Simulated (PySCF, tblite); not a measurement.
Breaking a bond: CCl, doublet.

Methods: GFN2-xTB, 300 K electronic temperature (tblite); UCCSD(T) = CCSD(T) on UHF/6-31G, 6 core orbitals frozen (PySCF 2.14.0).

Energies relative to the lowest point of each curve near equilibrium, in kJ/mol:

| R / Å | GFN2-xTB |
|---|---|
| 1.32 | 208.6 |
| 1.39 | 95.9 |
| 1.48 | 23.4 |
| 1.55 | 2.5 |
| 1.58 | 0.0 |
| 1.65 | 4.8 |
| 1.70 | 15.1 |
| 1.74 | 26.3 |
| 1.82 | 54.7 |
| 1.90 | 88.4 |
| 2.05 | 159.1 |

**Question.** Estimate the UCCSD(T) values at these points.

**Answer.** 1.32: 512.3; 1.39: 324.9; 1.48: 169.5; 1.55: 94.6; 1.58: 71.4; 1.65: 33.1; 1.70: 16.2; 1.74: 7.5; 1.82: 0.0; 1.90: 2.0; 2.05: 22.2 (kJ/mol).

The scan ran from 1.32 to 6.52 Å; beyond the distances shown one of the unrestricted levels run for this scan, shown here or not, changes its spin distribution in one step.
